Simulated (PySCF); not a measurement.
Here is a job for PySCF.
```python
from pyscf import gto, scf

mol = gto.Mole()
mol.atom = '''
    C    -0.78775469   -2.35624119   -1.34657298
    O    -0.64649304   -0.94312365   -1.32153947
    Ge   -0.00000000    0.00000000    0.00000000
    O    -0.41482907    1.66116832   -0.34976952
    C    -1.66053864    2.12112988   -0.85387837
    O    -0.67277475   -0.69291026    1.45641737
    C    -0.23491654   -0.43366821    2.78252312
    O     1.73409685   -0.02513441    0.21489163
    C     2.68320987    0.66877953   -0.58207177
    H    -1.38822593   -2.58510075   -2.22816189
    H    -1.29410601   -2.71919049   -0.45241044
    H     0.18463016   -2.84483377   -1.42951724
    H    -2.43977528    2.05172014   -0.09288737
    H    -1.96700028    1.55167835   -1.73106519
    H    -1.50921302    3.16620457   -1.12785070
    H     0.84459073   -0.55243389    2.87312822
    H    -0.51070878    0.57499919    3.09503465
    H    -0.74007369   -1.16373829    3.41652260
    H     2.76585391    0.21811445   -1.57263004
    H     2.41651556    1.71994603   -0.68965259
    H     3.63751263    0.58263447   -0.06051000
'''
mol.basis = 'pcseg-1'
mol.verbose = 4
mol.build()

mf = scf.RHF(mol)
mf = mf.density_fit(auxbasis='def2-universal-jkfit')
mf.kernel()
```

**Question.** What total energy does DF-HF/pcseg-1 (PySCF) give?

**Answer.** -2532.9172 Eh

**Question.** Predict the HOMO energy from DF-HF/pcseg-1.

**Answer.** -12.08 eV

**Question.** Estimate the dipole moment that DF-HF/pcseg-1 returns for this input.

**Answer.** 0.00 D

**Question.** Give the HOMO-LUMO gap at the level DF-HF/pcseg-1.

**Answer.** 16.19 eV

**Question.** What Mulliken (on the basis functions themselves) charges in atom order does DF-HF/pcseg-1 give?

**Answer.** C1 0.15, O2 -0.94, Ge3 2.09, O4 -0.94, C5 0.15, O6 -0.94, C7 0.15, O8 -0.94, C9 0.15, H10 0.10, H11 0.09, H12 0.08, H13 0.08, H14 0.09, H15 0.10, H16 0.09, H17 0.08, H18 0.10, H19 0.08, H20 0.09, H21 0.10
